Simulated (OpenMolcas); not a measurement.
**Multiconfigurational calculation on Ta+**

Input:

```
&GATEWAY
Coord
1

Ta 0.0 0.0 0.0
Basis=ANO-R2
Group=XYZ
NoMove
AngMom=0.0 0.0 0.0
AMFI
&SEWARD
* reference wave functions (RASSCF and RASSI steps not shown): 4 electrons in 6 orbitals (5d 6s)
>>> COPY JOB001 $Project.JobIph
&CASPT2
Multistate=15 1 2 3 4 5 6 7 8 9 10 11 12 13 14 15
Frozen=14 16
IPEA=0.2
Imaginary=0.2
MaxIter=60
WThr=0.0 0.3 0.05
PrWF=0.5
NoMix
>>> COPY JOB002 $Project.JobIph
&CASPT2
Multistate=52 1 2 3 4 5 6 7 8 9 10 11 12 13 14 15 16 17 18 19 20 21 22
23 24 25 26 27 28 29 30 31 32 33 34 35 36 37 38 39 40 41 42 43 44 45 46
47 48 49 50 51 52
Frozen=14 16
IPEA=0.2
Imaginary=0.2
MaxIter=60
WThr=0.0 0.3 0.05
PrWF=0.5
NoMix
>>> COPY JOB003 $Project.JobIph
&CASPT2
Multistate=28 1 2 3 4 5 6 7 8 9 10 11 12 13 14 15 16 17 18 19 20 21 22
23 24 25 26 27 28
Frozen=14 16
IPEA=0.2
Imaginary=0.2
MaxIter=60
WThr=0.0 0.3 0.05
PrWF=0.5
NoMix
```

Launched by
```bash
OMP_NUM_THREADS=1 MOLCAS_MEM=2252 MOLCAS_PROJECT=a pymolcas a.inp > a.log  # once for each step of the input, in one work folder
```

Output, cut to the results:

```
--- CASPT2 ---
Orbital specifications:
      -----------------------

      Symmetry species                           1   2
                                                ag  au
      Frozen orbitals                           14  16
      Inactive orbitals                          1   3
      Active orbitals                            6   0
      Secondary orbitals                        21  20
      Deleted orbitals                           0   0
      Number of basis functions                 42  39
Type of calculation                        MS-CASPT2
      Fock operator                              state-specific
      IPEA shift                                 0.20
      Real shift                                 0.00
      Imaginary shift                            0.20
      The input orbitals will be transformed to quasi-canonical
Reference energy:      -15599.9663248223
      E2 (Non-variational):      -0.2476122509
      Shift correction:          -0.0010144087
      E2 (Variational):          -0.2486266596
      Total energy:          -15600.2149514819
      Residual norm:              0.0000001485
      Reference weight:           0.94260
      Contributions to the CASPT2 correlation energy
      Active & Virtual Only:         -0.0273316420
      One Inactive Excited:          -0.1010380251
      Two Inactive Excited:          -0.1192425838
Reference energy:      -15599.9663248223
      E2 (Non-variational):      -0.2479652777
      Shift correction:          -0.0010449734
      E2 (Variational):          -0.2490102511
      Total energy:          -15600.2153350734
      Residual norm:              0.0000001732
      Reference weight:           0.94220
      Contributions to the CASPT2 correlation energy
      Active & Virtual Only:         -0.0275668433
      One Inactive Excited:          -0.1011114282
      Two Inactive Excited:          -0.1192870062
::    CASPT2 Root  1     Total energy: -15600.21495148
::    CASPT2 Root  2     Total energy: -15600.21533507
::    CASPT2 Root  3     Total energy: -15600.21701604
::    CASPT2 Root  4     Total energy: -15600.21477175
::    CASPT2 Root  5     Total energy: -15600.21718424
::    CASPT2 Root  6     Total energy: -15600.21496440
::    CASPT2 Root  7     Total energy: -15600.21548582
::    CASPT2 Root  8     Total energy: -15600.17890330
::    CASPT2 Root  9     Total energy: -15600.17890328
::    CASPT2 Root 10     Total energy: -15600.17890332
::    CASPT2 Root 11     Total energy: -15600.15598935
::    CASPT2 Root 12     Total energy: -15600.15599162
::    CASPT2 Root 13     Total energy: -15600.15599078
::    CASPT2 Root 14     Total energy: -15600.15598750
::    CASPT2 Root 15     Total energy: -15600.15599184
::    MS-CASPT2 Root  1     Total energy: -15600.21769770
::    MS-CASPT2 Root  2     Total energy: -15600.21684558
::    MS-CASPT2 Root  3     Total energy: -15600.21566699
::    MS-CASPT2 Root  4     Total energy: -15600.21524780
::    MS-CASPT2 Root  5     Total energy: -15600.21495147
::    MS-CASPT2 Root  6     Total energy: -15600.21488829
::    MS-CASPT2 Root  7     Total energy: -15600.21446841
::    MS-CASPT2 Root  8     Total energy: -15600.17889655
::    MS-CASPT2 Root  9     Total energy: -15600.17888872
::    MS-CASPT2 Root 10     Total energy: -15600.17886755
::    MS-CASPT2 Root 11     Total energy: -15600.15599419
::    MS-CASPT2 Root 12     Total energy: -15600.15599208
::    MS-CASPT2 Root 13     Total energy: -15600.15599127
::    MS-CASPT2 Root 14     Total energy: -15600.15598841
::    MS-CASPT2 Root 15     Total energy: -15600.15598480
--- CASPT2 ---
Orbital specifications:
      -----------------------

      Symmetry species                           1   2
                                                ag  au
      Frozen orbitals                           14  16
      Inactive orbitals                          1   3
      Active orbitals                            6   0
      Secondary orbitals                        21  20
      Deleted orbitals                           0   0
      Number of basis functions                 42  39
Type of calculation                        MS-CASPT2
      Fock operator                              state-specific
      IPEA shift                                 0.20
      Real shift                                 0.00
      Imaginary shift                            0.20
      The input orbitals will be transformed to quasi-canonical
Reference energy:      -15599.9404302999
      E2 (Non-variational):      -0.2623988290
      Shift correction:          -0.0024164457
      E2 (Variational):          -0.2648152747
      Total energy:          -15600.2052455746
      Residual norm:              0.0000002664
      Reference weight:           0.92743
      Contributions to the CASPT2 correlation energy
      Active & Virtual Only:         -0.0377913524
      One Inactive Excited:          -0.1004688168
      Two Inactive Excited:          -0.1241386598
Reference energy:      -15599.9404302999
      E2 (Non-variational):      -0.2623989177
      Shift correction:          -0.0024166205
      E2 (Variational):          -0.2648155382
      Total energy:          -15600.2052458381
      Residual norm:              0.0000002662
      Reference weight:           0.92743
      Contributions to the CASPT2 correlation energy
      Active & Virtual Only:         -0.0377915038
      One Inactive Excited:          -0.1004687540
      Two Inactive Excited:          -0.1241386599
::    CASPT2 Root  1     Total energy: -15600.20524557
::    CASPT2 Root  2     Total energy: -15600.20524584
::    CASPT2 Root  3     Total energy: -15600.20524497
::    CASPT2 Root  4     Total energy: -15600.20186772
::    CASPT2 Root  5     Total energy: -15600.20171636
::    CASPT2 Root  6     Total energy: -15600.20165517
::    CASPT2 Root  7     Total energy: -15600.20172773
::    CASPT2 Root  8     Total energy: -15600.20163804
::    CASPT2 Root  9     Total energy: -15600.20173130
...
```

Levels above the lowest, from the spin-orbit matrix with the single-state CASPT2 energies, averaged by term, on its diagonal:

```tsv
Configuration	Term	J	E (cm-1)	Measured (cm-1)	g	Term weight %	Second
5d3 6s	5F	1	0.0	0.0	0.031	95	5 3D
5d3 6s	5F	2	1051	1031	1.008	94	4 3D
5d3 6s	5F	3	2650	2642	1.247	97	
5d3 6s	3P(1)	0	3480			94	3 5d4 5D
5d2 6s2	3F	2	4280	3180	0.792	76	10 5d3 6s 1D
5d3 6s	3P(1)	1	4470		1.535	89	6 5P
5d3 6s	5F	4	4500	4416	1.340	96	3 3G
5d3 6s	3P(1)	2	5220		1.250	51	21 5d2 6s2 3F
5d3 6s	5F	5	6410	6187	1.383	91	8 3G
5d2 6s2	3F	3	6650	6831	1.081	97	
5d2 6s2	3F	4	8990	9746	1.242	89	3 5d3 6s 1G
5d3 6s	3F(1)	2	9150		1.040	37	35 1D
5d3 6s	5P	1	11370		2.390	89	4 3P(2)
5d3 6s	3F(1)	3	12450		0.979	54	39 3G
5d3 6s	5P	2	12900		1.548	66	19 3F(1)
5d3 6s	1G	4	13240		1.034	67	15 3F(1)
5d3 6s	5P	3	13280		1.623	93	3 3G
5d3 6s	3F(1)	2	13960		1.041	36	35 1D
5d3 6s	3G	4	13990		1.060	69	12 1G
5d4	5D	0	14640			80	14 5d3 6s 3P(2)
5d3 6s	3G	3	14810		0.913	56	39 3F(1)
5d4	5D	1	15000		1.496	78	12 5d3 6s 3P(2)
5d3 6s	3G	5	15400		1.159	60	28 3H
5d4	5D	2	15890		1.467	82	9 5d3 6s 3D
```

Against the 7 measured excited levels shown (NIST Handbook of Basic Atomic Spectroscopic Data) the mean absolute deviation is 340 cm-1; the largest miss in energy is 5d2 6s2 3F2: computed 4280, measured 3180 cm-1 (+34.5 %).

Term energies are means over components that CASPT2 splits; among the terms shown or strongly mixed into the levels shown the widest spread is 530 cm-1 (5d3 6s 5F). Some high roots are left out of the spin-orbit mixing, which shifts the levels that they would mix with. Terms from blocks run as CI alone lack orbitals of their own. Configurations are named by rounded mean occupations; where the s occupation lies near a half they are strongly mixed, a name can repeat and a true partner stay unpaired. A single d shell beside an s shell can misplace configurations of different d count against each other. The CASPT2 spread within a term exceeds the gap to the next term for 5d3 6s 3F(1) and 5d3 6s 1G, so the order of their levels is uncertain, and so are names and mixing where such terms share a J. Computed and measured levels are paired by configuration, term and J; levels that our copy of the source lacks, or whose pairing is in doubt (as where it misses far off the trend of its configuration), stay unpaired and out of the deviations. Only configurations of the active space appear. The first state left out of the spin-orbit step lies near 27000 cm-1 above the lowest spin-free state of the reference (among the parities and spins computed), and the list stops at four fifths of that energy or lower. The table shows the lowest 24 of 36 levels.

The term weight is that of the spin-free term in the level, not the purity of its configuration. A number in round brackets counts repeated terms of one configuration in the order of the reference energies.
